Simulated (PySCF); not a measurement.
BClH2S2. Atoms are numbered in the order given.

```xyz
6

B      0.0000     0.0000     0.0092
Cl     0.0000     0.0000    -1.7521
S      0.0000    -1.6173     0.7992
H      0.0000    -1.2001     2.0831
S      0.0000     1.6173     0.7992
H      0.0000     1.2001     2.0831
```

The structure is a stationary point at PBE0-D3(BJ)/def2-SVP. Other conformers were not sampled.

All values below come from PBE0-D3(BJ)/def2-SVP (PySCF).

Frequencies are harmonic and unscaled.

Estimate the vibrational spectrum. (An estimate is asked for; the answer gives what the named calculation found.)


```csv
mode,ν (cm⁻¹),IR (km/mol),moving atoms (share of kinetic energy)
1,225,0.0,"S 56 %, Cl 37 %"
2,234,2.5,"S 56 %, Cl 27 %, H 10 %"
3,297,0.0,H 98 %
4,379,31.3,"H 67 %, B 21 %, S 12 %"
5,435,2.9,"B 70 %, H 25 %"
6,458,0.4,"S 72 %, Cl 27 %"
7,789,11.2,H 89 %
8,790,123.4,"H 62 %, B 19 %, S 10 %, Cl 9 %"
9,1018,127.1,"B 65 %, H 28 %"
10,1040,208.7,"B 77 %, S 15 %"
11,2718,0.1,H 97 %
12,2725,2.9,H 97 %
```
